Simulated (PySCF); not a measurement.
Radial density of Pb⁵⁹⁺ (lead, charge +59)

UHF, [Ar] 3d5, high-spin 6S determinant. All numbers are calculated (PySCF 2.14, the spin-free X2C one-electron Hamiltonian (Gaussian nucleus), in an uncontracted even-tempered set (17 s from 16 bohr⁻², ratio 2.5; 13 p from 20 bohr⁻², ratio 2.5; 7 d from 20 bohr⁻², ratio 2.5; 4 f from 78 bohr⁻², ratio 2.7; 3 g from 120 bohr⁻², ratio 2.7)).

```csv
r (bohr),4πr²ρ (e/bohr),4πr²(ρα − ρβ)
0.0135,111.5,0.0165
0.0226,100.3,0.2554
0.0381,137.5,2.3806
0.0640,125.4,13.4549
0.108,86.43,34.4411
0.181,78.03,23.9082
0.305,6.742,1.8786
0.512,0.02606,0.0082
```

Densities and radii are taken from the X2C orbitals without a picture-change correction, which distorts them close to the nucleus.

Spin-orbit coupling, which splits the p, d and f shells strongly at this Z, is absent. Spin-orbit coupling is strong in this species (close to jj coupling), so the high-spin LS determinant is a model state, not a physical level.
